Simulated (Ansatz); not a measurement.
A geometry optimisation of FH8Si4+ with B3LYP/6-31G*

The starting geometry of this gas-phase singlet was optimised with GFN2-xTB; its bonds are those of `F[SiH2][SiH2][SiH2][SiH2+]`.

```xyz
13

F    -0.7718    2.3280   -0.4320
Si   -2.0006    1.3668    0.2401
Si   -1.3368   -0.6853   -0.6735
Si    0.5238   -0.2216   -2.0964
Si    1.0394    2.0712   -1.8704
H    -3.1602    2.0532   -0.3011
H    -1.7763    1.6391    1.6483
H    -2.3945   -1.3188   -1.4682
H    -0.9104   -1.6485    0.3484
H     1.7898   -0.9094   -1.7887
H     0.3059   -0.4012   -3.5426
H     0.5513    3.1855   -2.6793
H     1.9149    2.6829   -0.8733
```

Q: Predict what it relaxes into with B3LYP/6-31G*.

A: A new bond forms, giving a structure with F1 bridging Si2 and Si5, given below by its coordinates. Contacts that close: F1–Si5 (2.33 → 1.82 Å).

The energy falls by 0.70 eV over 21 steps:

| step | E − E(last) (eV) |
| --- | --- |
| 1 | 0.702 |
| 3 | 0.096 |
| 5 | 0.008 |
| 8 | 0.005 |
| 10 | 0.004 |
| 12 | 0.002 |
| 14 | 0.001 |
| 17 | 0.000 |
| 19 | 0.000 |
| 21 | 0.000 |

Final geometry (Å):

```yaml
atoms:
  - { symbol: F, position_ang: [-0.6152, 2.3952, -0.5552] }
  - { symbol: Si, position_ang: [-1.9803, 1.3605, 0.0574] }
  - { symbol: Si, position_ang: [-1.1944, -0.7649, -0.6085] }
  - { symbol: Si, position_ang: [0.4411, -0.1463, -2.2124] }
  - { symbol: Si, position_ang: [0.8669, 2.0844, -1.5642] }
  - { symbol: H, position_ang: [-3.1010, 1.9587, -0.6951] }
  - { symbol: H, position_ang: [-1.9633, 1.7520, 1.4800] }
  - { symbol: H, position_ang: [-2.3172, -1.5460, -1.1756] }
  - { symbol: H, position_ang: [-0.5798, -1.4139, 0.5735] }
  - { symbol: H, position_ang: [1.6935, -0.9306, -2.1176] }
  - { symbol: H, position_ang: [-0.1216, -0.1227, -3.5831] }
  - { symbol: H, position_ang: [0.7337, 3.1856, -2.5373] }
  - { symbol: H, position_ang: [1.9121, 2.3298, -0.5505] }
```

Frequencies at the end are all real (lowest 48 cm⁻¹). Run with Ansatz 0.2.0, 62 s on 2 threads of Arm Neoverse V2 (shared host).
